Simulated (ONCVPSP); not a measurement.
terbium, ONCV: configuration errors across variants

terbium (Tb), optimised norm-conserving Vanderbilt (ONCV), made with ONCVPSP 4.0.1 (PBE, scalar-relativistic). Core [Kr] 4d10 4f8, reference 5s2 5p6 5d1 6s2. Waves: 5s+6s: rc 2.00 bohr, ncon 4, nbas 9, qcut 5.3 1/bohr, 3 projectors, debl 3.5 Ha; 5p: rc 2.00 bohr, ncon 5, nbas 9, qcut 8.1 1/bohr, 2 projectors, debl 3.5 Ha; 5d: rc 2.20 bohr, ncon 3, nbas 7, qcut 4.6 1/bohr, 2 projectors, debl 3 Ha. Local part: polynomial inside 1.40 bohr (lpopt 1, dvloc0 0 Ha). Core correction: Teter function, fcfact 3, rcfact 1.15.

All-electron excitation energies from the reference (eV): (1) 5s2 5p6 5d1 6s1 6.743; (2) 5s2 5p6 5d1 6s0 19.007; (3) 5s2 5p6 5d1 6s0 6p1 10.409.

Errors AE − PS in meV (a dash: test not solved or not reliable):

| change | (1) | (2) | (3) | bound ghosts | GHOST(+) flags above zero |
| --- | --- | --- | --- | --- | --- |
| base | +0.5 | +14 | +2.5 | none | s |
| all radii but the core radius scaled by about 0.78 (s 1.56, p 1.56, d 1.70 bohr); local potential polynomial inside 1.08 bohr (lpopt 1, dvloc0 0 Ha) | +1.0 | +17 | +4.6 | none | s, p |
| all radii but the core radius scaled by about 0.85 (s 1.70, p 1.70, d 1.88 bohr); local potential polynomial inside 1.20 bohr (lpopt 1, dvloc0 0 Ha) | +0.8 | +16 | +3.8 | none | s |
| all radii but the core radius scaled by about 0.92 (s 1.84, p 1.84, d 2.02 bohr); local potential polynomial inside 1.28 bohr (lpopt 1, dvloc0 0 Ha) | +0.7 | +16 | +3.2 | none | s |
| all radii but the core radius scaled by about 1.10 (s 2.20, p 2.20, d 2.42 bohr); local potential polynomial inside 1.54 bohr (lpopt 1, dvloc0 0 Ha) | +0.3 | +13 | +1.9 | none | s |
| all radii but the core radius scaled by about 1.15 (s 2.30, p 2.30, d 2.54 bohr); local potential polynomial inside 1.62 bohr (lpopt 1, dvloc0 0 Ha) | +0.2 | +12 | +1.7 | none | s, d |
| all radii but the core radius scaled by about 1.25 (s 2.50, p 2.50, d 2.74 bohr); local potential polynomial inside 1.74 bohr (lpopt 1, dvloc0 0 Ha) | 0.0 | +11 | -3.2 | none | s |

Problem. Give the same row for: all radii but the core radius scaled by about 1.32 (s 2.64, p 2.64, d 2.90 bohr); local potential polynomial inside 1.84 bohr (lpopt 1, dvloc0 0 Ha).

Solution. -0.2, +9.1, +6.4; bound ghosts: none; GHOST(+) flags above zero: none.
